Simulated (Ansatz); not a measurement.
This geometry of CH₁₂AlNSi₃ (18 atoms, charge 0, multiplicity 1) is a first-order saddle point.

The calculation used RHF/cc-pVDZ in Ansatz 0.2.0.

```xyz
18
Properties=species:S:1:pos:R:3
C -0.235 -1.239 2.443
Si 1.231 -0.399 1.568
Si 1.036 -0.509 -0.803
N 1.105 -2.172 -1.347
Al -1.031 0.569 -1.687
Si -1.574 2.986 -1.352
H -0.347 -2.270 2.097
H -0.087 -1.257 3.525
H -1.172 -0.711 2.242
H 2.493 -1.079 1.993
H 1.321 1.026 2.009
H 2.204 0.270 -1.336
H 0.367 -2.614 -1.855
H 1.790 -2.826 -1.023
H -2.062 -0.309 -2.532
H -1.107 3.782 -2.527
H -0.924 3.561 -0.138
H -3.045 3.202 -1.225
```

Q: Which two structures does it join? (They come from a converged band through this point; their orientation in space is the band's.)

A: No bond is made or broken. The height of N4 over the plane of its neighbours goes from -0.28 to 0.29 Å.

Initial state:

```xyz
18
Properties=species:S:1:pos:R:3
C -0.320 -1.591 2.382
Si 1.097 -0.546 1.654
Si 0.988 -0.413 -0.728
N 1.131 -1.979 -1.537
Al -1.069 0.724 -1.566
Si -1.370 3.203 -1.472
H -0.316 -2.598 1.957
H -0.218 -1.681 3.467
H -1.294 -1.139 2.173
H 2.399 -1.156 2.065
H 1.041 0.828 2.242
H 2.177 0.397 -1.138
H 0.310 -2.556 -1.560
H 1.925 -2.553 -1.311
H -2.241 -0.165 -2.185
H -0.753 3.841 -2.675
H -0.714 3.799 -0.270
H -2.809 3.596 -1.447
```

Final state:

```xyz
18
Properties=species:S:1:pos:R:3
C -0.206 -0.802 2.439
Si 1.339 -0.296 1.456
Si 1.064 -0.655 -0.877
N 0.893 -2.399 -1.112
Al -0.932 0.476 -1.856
Si -1.768 2.722 -1.149
H -0.472 -1.840 2.225
H -0.032 -0.707 3.514
H -1.061 -0.171 2.181
H 2.507 -1.095 1.939
H 1.647 1.144 1.704
H 2.285 -0.074 -1.540
H 0.637 -2.711 -2.032
H 1.646 -2.977 -0.780
H -1.721 -0.255 -3.036
H -1.482 3.739 -2.206
H -1.136 3.204 0.114
H -3.246 2.707 -0.933
```

Q: How far does it lie above each of them?

A: 0.022 eV above the first and 0.064 eV above the second. This is the barrier of this one path; another mechanism may lie lower.

Run time: 4 min on 2 threads of Arm Neoverse V1, with other jobs on the host, peak memory 0.51 GiB.
